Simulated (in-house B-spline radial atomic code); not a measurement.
**BHandHLYP excitations of the chromium ion Cr⁶⁺**

Method: BHandHLYP. Computed with an all-electron radial atomic-structure program (B-spline basis): linear response of the closed shell [Ne] 3s2 3p6 with the functional's adiabatic kernel; scalar-relativistic (spin-free one-electron X2C), finite nucleus, no spin-orbit coupling, no double excitations, S, P, D and F terms only. Only terms of natural parity with L up to 3 were computed.

Command:
```bash
python run_td.py task.json out
```
Settings (radii: box in bohr, nucleus in fm):
```
Z                        24
electrons                18
configuration            [Ne] 3s2 3p6
hamiltonian              x2c
method                   bhandhlyp
box_radius               14.35
rms_radius               3.6452
intervals                71
```

Run time, properties included: 0.6 s on 1 thread of Intel(R) Xeon(R) Platinum 8488C (Sapphire Rapids) (shared host).

The lowest states, in the order of their Tamm-Dancoff energies; the method's threshold (minus the highest occupied level) is 155.11 eV. Labels give the largest channel, * marks a mixed state, and oscillator strengths are full-response dipole values. Semilocal kernels can invert the small singlet-triplet splittings of Rydberg terms. Energies in eV:

```csv
state,full response,Tamm-Dancoff,oscillator strength
3p → 3d 3P,42.40,42.56,-
3p → 3d 3F,43.24,43.60,-
3p → 3d 1F,?,?,-
3p → 3d 1P,60.80,63.50,3.45
3s → 3d 3D,77.73,77.80,-
3p → 4s 3P,81.18,81.20,-
3p → 4s 1P,82.38,82.42,0.294
3s → 3d 1D,82.94,83.07,-
3p → 4p 3S,89.15,89.19,-
3p → 4p 3D,90.38,90.40,-
3p → 4p 1D,91.27,91.28,-
3p → 4p 1S,95.35,95.65,-
3p → 4d 3P,104.06,104.07,-
3p → 4d 3F,104.40,104.42,-
3p → 4d 1F,105.01,105.01,-
3p → 4d 1P,105.85,105.98,0.217
3p → 4f 3D,114.30,114.30,-
3s → 4s 3S,?,?,-
3p → 4f 1D,115.44,115.47,-
3p → 5s 3P,116.01,116.01,-
3p → 5s 1P,116.38,116.38,0.0768
3s → 4s 1S,116.79,116.86,-
```

(1) Where does 3s → 4s 3S lie?

(2) Where does 3p → 3d 1F lie?

(3) How large is the singlet-triplet splitting of 3p → 3d (F terms) in Tamm-Dancoff?

(4) What polarisabilities and dispersion coefficient does the method give?

Results:

(1) At 114.96 eV in full response, 114.98 eV in Tamm-Dancoff.

(2) At 47.41 eV in full response, 47.44 eV in Tamm-Dancoff.

(3) 3.84 eV, from the unrounded values.

(4) Dipole 0.8117 bohr³, quadrupole 0.7009 bohr⁵, C6 1.25 hartree·bohr⁶ for two such species.
